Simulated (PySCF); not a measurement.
**Diatomic cations of B with the fourth-period p block**

CCSD(T) with triple-zeta basis sets in PySCF, for the lowest determinant that a PBE0 search found; no spin–orbit coupling. De refers to high-spin ground-configuration atoms (the charge goes to the atom of lower measured ionisation energy or higher electron affinity, which is not always the lowest computed limit).

| M | basis | reference, frozen orbitals | charged atom | state (unpaired electrons) | Re (Å) | ωe (cm⁻¹) | De (eV) |
| --- | --- | --- | --- | --- | --- | --- | --- |
| Ga | cc-pVTZ-PP/cc-pVTZ | UHF, 5 | Ga+ | doublet (σ ↑) | 2.742 | 216 | 0.75 |
| Ge | def2-TZVPPD | UHF, 10 | Ge+ | triplet (σ ↑, π ↑) | 2.197 | 451 | 2.27 |
| As | def2-TZVPPD | UHF, 10 | B+ | quartet (σ ↑, π ↑↑) | 1.998 | 577 | 2.07 |
| Br | def2-TZVPPD | UHF, 10 | B+ | doublet (σ ↑) | 1.756 | 945 | 3.05 |

The shortest bond is that of BBr⁺ (1.756 Å), the longest that of GaB⁺ (2.742 Å). BBr⁺ is bound most strongly (3.05 eV) and GaB⁺ least (0.75 eV).

The rows differ in basis set, which adds steps of its own.

The state changes along the series, so neighbouring rows are not always alike in their bonding.

Correlated steps freeze the inner cores (5 to 10 orbitals); shallow outer-core shells are correlated. Spin–orbit coupling is left out. For an ion De counts to the pair picked by the measured ionisation energies or electron affinities, which need not be the lowest pair at this level. States were picked by a PBE0 search and need not be the measured ground states.
